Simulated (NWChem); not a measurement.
**Basis-set convergence for C₃H₂F₂**

SMILES: C=C=C(F)F
```xyz
7

C      0.0000     0.0000     2.1824
C      0.0000     0.0000     0.8751
C      0.0000     0.0000    -0.4311
F      1.0799     0.0000    -1.1819
F     -1.0799     0.0000    -1.1819
H      0.0000     0.9346     2.7576
H      0.0000    -0.9346     2.7576
```
Charge 0, spin multiplicity 1.

Program: NWChem. Structure: optimised with PBE0/def2-SVP, a minimum by its harmonic frequencies.

Quantity: vertical ionisation energy at the level ΔMP2 (Δ: difference of total energies, the cation a doublet at the parent's geometry with its hole in an orbital of symmetry b2 (C2v labels); it is the state that the SCF runs reached, from PBE0 orbitals for Hartree-Fock references, and need not be the lowest).

The correlated methods keep 5 core orbitals frozen. The Pople sets run with spherical d functions. The structure started from a generated list of species. The stability of the SCF solutions was not checked. Open-shell Hartree-Fock references start from PBE0 orbitals; any time given for them includes that run.

Costs are rough ratios of processor time within this set of runs, SCF included, with 6-31G* as 1.

**Question.** In def2-TZVPD the value is 10.25 eV. Among 6-31G*, cc-pVDZ, pcseg-1, 6-311++G**, aug-pcseg-1, def2-TZVP, cc-pVTZ, def2-TZVPP, which is the smallest basis within 0.2 eV of it?

**Answer.** pcseg-1, with 80 functions against 209 and about 3 % of the time (also within reach: 6-311++G**, aug-pcseg-1, def2-TZVP, cc-pVTZ, def2-TZVPP). def2-TZVPD isn't the basis-set limit itself, and a small set can land close by cancellation.

```json
[
 {"basis": "6-31G*", "functions": "74", "vertical ionisation energy (eV)": "9.71", "relative cost": "1"},
 {"basis": "cc-pVDZ", "functions": "80", "vertical ionisation energy (eV)": "9.87", "relative cost": "under 3"},
 {"basis": "pcseg-1", "functions": "80", "vertical ionisation energy (eV)": "10.08", "relative cost": "under 3"},
 {"basis": "6-311++G**", "functions": "124", "vertical ionisation energy (eV)": "10.14", "relative cost": "4"},
 {"basis": "aug-pcseg-1", "functions": "133", "vertical ionisation energy (eV)": "10.10", "relative cost": "4"},
 {"basis": "def2-TZVP", "functions": "167", "vertical ionisation energy (eV)": "10.21", "relative cost": "9"},
 {"basis": "cc-pVTZ", "functions": "178", "vertical ionisation energy (eV)": "10.18", "relative cost": "10"},
 {"basis": "def2-TZVPP", "functions": "183", "vertical ionisation energy (eV)": "10.23", "relative cost": "10"},
 {"basis": "def2-TZVPD", "functions": "209", "vertical ionisation energy (eV)": "10.25", "relative cost": "40"}
]
```
